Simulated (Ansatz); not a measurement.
Basis-set series for `CC(C)(C)[O][Ti]([F])([F])[O]C(C)(C)C`. Charge 0, multiplicity 1. The structure was optimised at the PBE0-D4/def2-TZVP level. It is one conformer, not always the lowest.

```xyz
31

C    -0.388    3.726   -1.074
C     0.002    2.281   -0.809
C     1.051    2.191    0.288
C     0.483    1.602   -2.082
O    -1.166    1.610   -0.364
Ti   -1.977    0.171    0.249
F    -3.243   -0.323   -0.893
F    -2.699    0.535    1.828
O    -0.826   -1.130    0.435
C     0.035   -2.206    0.758
C     1.146   -2.240   -0.280
C    -0.788   -3.484    0.718
C     0.592   -1.955    2.151
H    -1.169    3.774   -1.835
H     0.475    4.297   -1.423
H    -0.767    4.190   -0.161
H     1.301    1.147    0.491
H     0.678    2.644    1.209
H     1.965    2.712   -0.008
H    -0.296    1.635   -2.846
H     1.373    2.101   -2.472
H     0.731    0.557   -1.885
H     1.830   -3.068   -0.080
H     1.719   -1.310   -0.259
H     0.728   -2.370   -1.280
H    -1.598   -3.436    1.448
H    -0.163   -4.349    0.950
H    -1.223   -3.624   -0.274
H     1.257   -2.768    2.449
H     1.157   -1.021    2.174
H    -0.220   -1.886    2.877
```

| functional | basis | functions | energy (Eh) | HOMO (eV) | LUMO (eV) |
| --- | --- | --- | --- | --- | --- |
| PBE0-D4 | def2-SVP | 289 | -1514.06106 | -8.30 | -1.26 |
| PBE0-D4 | def2-QZVPP | 1317 | -1514.98998 | -8.36 | -1.24 |
| ωB97M-V | def2-SVP | 289 | -1514.61899 | -10.60 | 1.01 |
| ωB97M-V | def2-QZVPP | 1317 | -1515.57665 | -10.69 | 0.77 |

Problem. Give the rows for def2-TZVPP. (Best estimate.)

Solution. Ansatz gave: 
| functional | basis | functions | energy (Eh) | HOMO (eV) | LUMO (eV) |
| --- | --- | --- | --- | --- | --- |
| PBE0-D4 | def2-TZVPP | 688 | -1514.93772 | -8.36 | -1.24 |
| ωB97M-V | def2-TZVPP | 688 | -1515.52712 | -10.69 | 1.00 |

Positive LUMOs are unbound and depend on the basis. Scalar relativity is left out up to krypton.
